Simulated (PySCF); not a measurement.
# Computed properties of SnHCl3, SMILES [Cl][SnH]([Cl])[Cl]

SnHCl₃, SMILES [Cl][SnH]([Cl])[Cl]. Geometry: B3LYP-D3(BJ)/def2-SVP. The def2 effective core potentials stand for the cores of Sn; spin–orbit coupling is left out. The values are those of a single conformer. All values are computed for the isolated molecule unless a solvent is named; none is compared with measurement here.

**Structure.** The optimised structure has C3v symmetry. All 9 harmonic modes at B3LYP-D3(BJ)/def2-SVP (PySCF) are real, so it is a minimum. With heavy atoms numbered as in [SnH:1]([Cl:2])([Cl:3])[Cl:4], the shortest bond between them is Sn1–Cl3 at 2.345 Å and the longest Sn1–Cl4 at 2.345 Å.

**Vibrations.** The strongest infrared lines (harmonic, unscaled, degenerate partners summed) lie at 557 cm⁻¹ (147 km/mol, H 98 %), 387 cm⁻¹ (126 km/mol, Cl 71 %, Sn 29 %), 1947 cm⁻¹ (73 km/mol, H 99 %). The softest mode is at 109 cm⁻¹ and the zero-point energy is 6.5 kcal/mol.

**Electronic structure.** r2SCAN/def2-TZVP (PySCF) places the frontier levels at -8.35 and -3.43 eV, a gap of 4.92 eV, and gives a dipole moment of 2.16 D and a mean polarisability of 74.1 bohr³.

**Excitations.** TDA-CAM-B3LYP/def2-SVPD (PySCF) has S1 at 5.50 eV (226 nm, f = 0.000, dark); the most intense of the 10 singlets computed lies at 5.94 eV (f = 0.07). Strengths of degenerate partners are summed. T1 (TDA) is at 5.02 eV, 0.48 eV under S1. No vertical singlet excitation falls in the visible range (under 3.1 eV).
